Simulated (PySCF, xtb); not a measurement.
(3S)-3-sulfanylbutan-2-one (C4H8OS), SMILES [C@@H](S)(C(=O)C)C.

GFN2-xTB in xtb at its own geometry gives an orbital gap of 3.01 eV and a dipole moment of 4.32 D.

Geometry: B3LYP-D3(BJ)/def2-SVP. Other conformers were not sampled.

Q: What does ωB97X/def2-TZVP (PySCF) give? (An estimate is asked for; the answer gives what the named calculation found.)

A: gap 10.81 eV (levels -9.36 and 1.45 eV), dipole 3.44 D.
